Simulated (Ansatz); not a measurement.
`C1[NH][AlH][O]1`: the same geometry under several functionals.

```yaml
crystal:
  periodic: [false, false, false]
  atoms:
    - {symbol: C, position_ang: [-0.253969, 0.761980, -0.439952]}
    - {symbol: N, position_ang: [0.576944, 0.253104, 0.654729]}
    - {symbol: Al, position_ang: [0.036111, -1.359538, 0.209129]}
    - {symbol: O, position_ang: [-0.820466, -0.429100, -0.975042]}
    - {symbol: H, position_ang: [0.332351, 1.276854, -1.213471]}
    - {symbol: H, position_ang: [-1.052465, 1.431036, -0.090695]}
    - {symbol: H, position_ang: [1.107674, 0.887025, 1.221459]}
    - {symbol: H, position_ang: [0.166020, -2.878562, 0.578043]}
basis:
  gaussian: {orbitals: def2-TZVPP}
hamiltonian: {xc: {name: BHLYP}, dispersion: d4}
output: {orbitals: {seedname: orbitals}}
```

```sh
$ ansatz run in.yaml --threads 4 --pin off --events-out ev --progress --plain
```

It prints (some lines left out):

```
Functional definition: BHLYP
1108 factors; their error is unknown
mean field evaluation 1: about -11228.8954 eV, gradient 6.4e1 eV
mean field evaluation 2: about -11223.5956 eV, gradient 8.1e1 eV
mean field evaluation 4: about -11236.6173 eV, gradient 1.5e0 eV
mean field evaluation 8: about -11236.6632 eV, gradient 4.6e-2 eV
mean field -11236.66324204 eV, -412.9397576612 hartree, gradient 3.4e-5 eV, S^2 0.000000; 0 other end points of the search recorded, 0 dependent functions left out
reference -11236.66341306 eV, -412.9397639458 hartree; 19, 19 occupied and 172, 172 virtual orbitals, 1108 factors
Total energy: -11236.83147836 eV, -412.9459402319 hartree
```

Run time 1.6 s (4 threads of a server CPU on a shared host); peak host memory 0.35 GiB.

With the line `hamiltonian: {xc: {name: r2SCANh}, dispersion: d4}` (abridged; 3.6 s):

```
Functional definition: r2SCANh
mean field evaluation 16: about -11235.6578 eV, gradient 5.1e-5 eV
mean field -11235.65782169 eV, -412.9028091447 hartree, gradient 5.1e-5 eV, S^2 0.000000
Total energy: -11235.69142716 eV, -412.9040441228 hartree
```

The same input with `hamiltonian: {xc: hse06, dispersion: d4}` (abridged; 2.3 s):

```
Functional definition: HSE06
mean field evaluation 16: about -11230.4300 eV, gradient 2.2e-5 eV
mean field -11230.42997036 eV, -412.7106891520 hartree, gradient 2.2e-5 eV, S^2 0.000000
Total energy: -11230.53650359 eV, -412.7146041759 hartree
```

With the line `hamiltonian: {xc: pbe0, dispersion: d4}` (abridged; 1.9 s):

```
Functional definition: PBE0
mean field evaluation 16: about -11230.8213 eV, gradient 3.2e-5 eV
mean field -11230.82129134 eV, -412.7250699325 hartree, gradient 3.2e-5 eV, S^2 0.000000
Total energy: -11230.93634334 eV, -412.7292980157 hartree
```

With the line `hamiltonian: {xc: {name: LC-wPBE}}` (abridged; 1.6 s):

```
Functional definition: LC-wPBE
mean field evaluation 16: about -11234.0889 eV, gradient 3.8e-5 eV
mean field -11234.08889638 eV, -412.8451522029 hartree, gradient 3.8e-5 eV, S^2 0.000000
Total energy: -11234.08889638 eV, -412.8451522032 hartree
```

Changing it to `hamiltonian: {xc: {name: wB97X-V}}` (abridged; 4.3 s):

```
Functional definition: wB97X-V
mean field evaluation 16: about -11236.6130 eV, gradient 3.0e-5 eV
mean field -11236.61296020 eV, -412.9379098375 hartree, gradient 3.0e-5 eV, S^2 0.000000
Total energy: -11236.61295817 eV, -412.9379097628 hartree
```

HSE06 is the plane-wave form, built on full-range PBE exchange.
